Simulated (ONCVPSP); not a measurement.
# Before and after: ONCV potential for W

* Element: tungsten (W)
* Generator: ONCVPSP 4.0.1
* Type: optimised norm-conserving Vanderbilt (ONCV)
* Functional: LDA (Perdew-Wang 92)
* Relativity: scalar-relativistic
* Frozen core: [Kr] 4d10 4f14 5s2
* Valence charge: 12
* Reference configuration: 5p6 5d4 6s1 6p1
* Partial waves: 6s: rc 2.70 bohr, ncon 5, nbas 9, qcut 1.9 1/bohr, 2 projectors, debl 3.1 Ha; 5p+6p: rc 1.75 bohr, ncon 4, nbas 8, qcut 9.8 1/bohr, 3 projectors, debl 0.9 Ha; 5d: rc 2.10 bohr, ncon 4, nbas 9, qcut 7.6 1/bohr, 2 projectors, debl 1.3 Ha; f scattering state at 0.18 Ha: rc 2.15 bohr, ncon 5, nbas 10, qcut 5.5 1/bohr, 3 projectors, debl 1.8 Ha
* Local potential: polynomial inside 1.45 bohr (lpopt 5, dvloc0 6 Ha)
* Core correction: none

Change: d: rc 1.54.

Cutoffs: the cutoffs (Ha) at which the residual kinetic energy of the hardest occupied pseudo-wave falls to 1 and 0.1 mHa per electron; they do not see the model core or the augmentation charge, which bear on the density cutoff. Errors are all-electron minus pseudo energies relative to the spin-unpolarised reference configuration.

Task: How do hardness, ghosts and transferability respond?

Result: The potential gets neither clearly harder nor softer (26 Ha and 31 Ha → 26 Ha and 31 Ha); both files keep a bound ghost (f); the errors of the 4 common tests hardly move.

```tsv
quantity	base	changed
cutoff, loose	26 Ha	26 Ha
cutoff, tight	31 Ha	31 Ha
loose cutoff by channel	s 13 Ha, p 26 Ha, d 15 Ha	s 13 Ha, p 26 Ha, d 14 Ha
bound ghosts	f	f
GHOST(+) flags under 300 eV	s at 48.8 eV	s at 48.8 eV
error for 5p6 5d4 6s2 6p0, meV [ΔE -4.57 eV]	-1.7	-1.6
error for 5p6 5d4 6s1 6p0, meV [ΔE 4.55 eV]	-1.4	-1.4
error for 5p6 5d4 6s0 6p0, meV [ΔE 20.57 eV]	-7.8	-7.6
error for 5p6 5d3 6s2 6p0, meV [ΔE 4.49 eV]	-22	-21
s: phases at 2.75 bohr within 0.05 rad from the reference energy up to (Ha; the scan ends near 5)	1.6	1.6
p: phases at 1.77 bohr within 0.05 rad from the reference energy up to (Ha; the scan ends near 5)	to the end of the scan	to the end of the scan
f: phases at 2.19 bohr within 0.05 rad from the reference energy up to (Ha; the scan ends near 5)	to the end of the scan	to the end of the scan
```

Base: The cutoffs count occupied waves only; projector 3 of the f channel, the hardest unoccupied one, needs 134 Ha at the loose tolerance. Changed file: The cutoffs count occupied waves only; projector 3 of the f channel, the hardest unoccupied one, needs 134 Ha at the loose tolerance. A true bound ghost makes a file unfit for plane-wave use even where its test errors are small: the radial tests pick states by their node count and pass the ghost by.
